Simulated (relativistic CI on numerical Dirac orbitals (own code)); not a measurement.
**Electric-dipole transitions in Tb XXVIII**

Method of calculation: Dirac-Coulomb-Breit CI, orbitals from a KLI potential per configuration, a model potential for QED, unscaled Slater integrals (own radial code, finite nucleus).

Configurations in the expansion (outside the closed core [Ar] 3d10): 4s2 4p6 4d2, 4s2 4p5 4d3, 4s2 4p6 4d 4f, 4s 4p6 4d3, 4s2 4p5 4d2 4f, 4s 4p6 4d2 4f, 4s2 4p6 4d 5s, 4s2 4p6 4f 5s, 4s2 4p6 4d 5p, 4s2 4p6 4f2, 4s2 4p5 4f3, 4s 4p6 4f3, 4s2 4p6 4f 5p, 4s2 4p5 4f2 5p, 4s 4p6 4f2 5p. Double excitations out of closed p, d and f shells are left out; levels of such configurations are missing from the list, as are those of other unlisted configurations, and high levels can miss mixing partners.

| λ vac (Å) | Lower | Upper | A (s⁻¹) | E lower (cm⁻¹) | E upper (cm⁻¹) |
| --- | --- | --- | --- | --- | --- |
| 61.398 | 4s2 4p6 4d2 3F_2 [1] | 4s2 4p5 4d3 3D°_1 [125] | 1.39e+12 | 0 | 1628725 |
| 62.523 | 4s2 4p6 4d2 3P_2 [4] | 4s2 4p5 4d3 3S°_1 [132] | 1.84e+12 | 90347 | 1689771 |
| 63.106 | 4s2 4p6 4d2 3P_1 [6] | 4s2 4p5 4d3 3D°_2 [131] | 1.60e+12 | 97889 | 1682517 |
| 63.133 | 4s2 4p6 4d2 3P_2 [4] | 4s2 4p5 4d3 3F°_3 [129] | 1.03e+12 | 90347 | 1674317 |
| 63.218 | 4s2 4p6 4d2 3F_4 [5] | 4s2 4p5 4d3 3F°_4 [130] | 2.09e+12 | 94517 | 1676348 |
| 63.299 | 4s2 4p6 4d2 3F_4 [5] | 4s2 4p5 4d3 3F°_3 [129] | 9.17e+11 | 94517 | 1674317 |
| 63.855 | 4s2 4p6 4d2 3P_2 [8] | 4s2 4p5 4d3 1D°_2 [138] | 1.81e+12 | 166923 | 1732983 |
| 63.863 | 4s2 4p6 4d2 3P_2 [8] | 4s2 4p5 4d3 3D°_3 [137] | 1.96e+12 | 166923 | 1732784 |
| 63.945 | 4s2 4p6 4d2 1G_4 [7] | 4s2 4p5 4d3 1G°_4 [135] | 2.25e+12 | 152244 | 1716077 |
| 64.042 | 4s2 4p6 4d2 1G_4 [7] | 4s2 4p5 4d3 1F°_3 [134] | 1.64e+12 | 152244 | 1713716 |
| 64.046 | 4s2 4p6 4d2 1G_4 [7] | 4s2 4p5 4d3 3G°_5 [133] | 1.93e+12 | 152244 | 1713616 |
| 64.119 | 4s2 4p6 4d2 3P_2 [8] | 4s2 4p5 4d3 1P°_1 [136] | 2.24e+12 | 166923 | 1726517 |
| 65.054 | 4s2 4p6 4d2 3F_2 [1] | 4s2 4p5 4d3 3F°_2 [110] | 1.60e+12 | 0 | 1537174 |
| 65.373 | 4s2 4p6 4d2 3F_4 [5] | 4s2 4p5 4d3 3D°_3 [124] | 7.17e+11 | 94517 | 1624204 |
| 66.223 | 4s2 4p6 4d2 3F_3 [3] | 4s2 4p5 4d3 3F°_4 [115] | 5.08e+11 | 63578 | 1573622 |
| 66.391 | 4s2 4p6 4d2 3F_3 [3] | 4s2 4p5 4d3 3G°_4 [114] | 7.57e+11 | 63578 | 1569806 |
| 66.470 | 4s2 4p6 4d2 3F_3 [3] | 4s2 4p5 4d3 3F°_3 [113] | 1.19e+12 | 63578 | 1568010 |
| 66.629 | 4s2 4p6 4d2 3F_4 [5] | 4s2 4p6 4d 4f 1H°_5 [120] | 1.53e+12 | 94517 | 1595367 |
| 67.300 | 4s2 4p6 4d2 3P_2 [4] | 4s2 4p5 4d3 3D°_2 [116] | 9.31e+11 | 90347 | 1576231 |
| 67.863 | 4s2 4p6 4d2 3F_2 [1] | 4s2 4p6 4d 4f 3G°_3 [100] | 1.81e+12 | 0 | 1473567 |

Terms are leading LS components. Brackets give the number of a level in order of energy, since labels repeat. The list gives strong lines, with weight on those to low levels, without lines whose two gauges differ by over a factor of 2.5, among the lowest 200 of 1718 levels, so that lines to higher ones, which can be the strongest, are missing. Levels whose partners in the same complex of configurations lie outside the list can be far off, and so can their lines. Rates are taken at the computed energies, electric ones in the length gauge.

At this charge energies of transitions that change n are usually good to better than 1 %, and those within a shell (Δn = 0) to a few per cent. Terms inside the open d or f shell come out 10 to 20 % too wide with unscaled integrals.

LS names give the leading component of a level, which can be under half, so a name can repeat, a term be missing and a line seem to break the LS rules.
